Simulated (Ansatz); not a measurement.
A nudged elastic band was laid between two geometries of ClH3OSn + H4Si (11 atoms, charge 0, multiplicity 1).

Theory: Ansatz 0.2.0, RKS PBE-D4/def2-SVP.

- movable images: 6
- climbing image: no
- spring: 5.0 eV/Å²
- optimiser: quadratic models (default)
- start path: through a guess of the saddle point
- force threshold: 0.05 eV/Å
- iteration limit: 60
- end points: relaxed

Image 0:

```xyz
11
Properties=species:S:1:pos:R:3
Sn -0.317 -0.567 -0.153
O -0.133 -0.846 1.823
H -0.985 -0.684 2.274
H 1.301 -0.529 -0.725
Cl -1.323 1.566 -0.497
H -1.418 -1.701 -0.849
Si 1.376 3.055 1.443
H 2.511 3.661 2.225
H 1.844 2.796 0.036
H 0.219 4.012 1.431
H 0.971 1.758 2.088
```

Image 7:

```xyz
11
Properties=species:S:1:pos:R:3
Sn 0.018 0.470 -0.369
O 0.346 -0.191 2.354
H -0.279 0.284 2.934
H 1.231 -0.752 -0.471
Cl -0.274 1.172 -2.657
H -1.535 -0.150 0.058
Si 0.722 2.592 0.916
H 2.023 2.345 1.639
H 0.892 3.784 0.018
H -0.317 2.918 1.961
H 1.220 0.052 2.714
```

(1) What changes between the two ends?

(2) What energy profile does the band end with?

(3) What is the geometry of the highest image?

Answers

(1) Bonds broken: Sn1–O2, Si7–H11. Bonds formed: Sn1–Si7, O2–H11. ClH3OSn + H4Si becomes ClH5SiSn + H2O.

(2) The run converged. The highest image is number 2 of 0 to 7, 0.74 eV above the first end and 1.18 eV above the last; the last end lies 0.44 eV below the first. No image climbed, so the highest image needn't sit at the top of the path. A band with more images between the same ends climbed to 1.31 eV, so this one has probably stepped over the top. The orbitals stay closed-shell, which can raise the energy where a bond breaks towards radicals; this wasn't checked here.

| image | path coordinate (Å) | energy (eV) | Sn1–O2 (Å) | Si7–H11 (Å) | Sn1–Si7 (Å) |
| --- | --- | --- | --- | --- | --- |
| 0 | 0.00 | 0.00 | 2.00 | 1.50 | 4.30 |
| 1 | 0.96 | 0.09 | 2.01 | 1.50 | 3.86 |
| 2 | 1.92 | 0.74 | 2.07 | 1.57 | 3.29 |
| 3 | 2.88 | 0.70 | 2.38 | 2.23 | 2.86 |
| 4 | 3.85 | -0.07 | 2.67 | 2.66 | 2.61 |
| 5 | 4.81 | -0.34 | 2.79 | 2.97 | 2.58 |
| 6 | 5.78 | -0.41 | 2.80 | 3.07 | 2.58 |
| 7 | 6.75 | -0.44 | 2.82 | 3.15 | 2.58 |

(3) 
```xyz
11
Properties=species:S:1:pos:R:3
Sn -0.100 -0.094 -0.020
O 0.130 -0.461 2.004
H -0.721 -0.384 2.484
H 1.456 -0.214 -0.747
Cl -1.207 1.790 -1.049
H -1.254 -1.306 -0.333
Si 1.131 2.650 1.303
H 2.303 2.839 2.213
H 1.620 2.809 -0.116
H 0.043 3.649 1.562
H 0.646 1.245 1.794
```

The run took 110 s on 4 threads of Arm Neoverse V2 (shared host), peak memory 0.17 GiB.
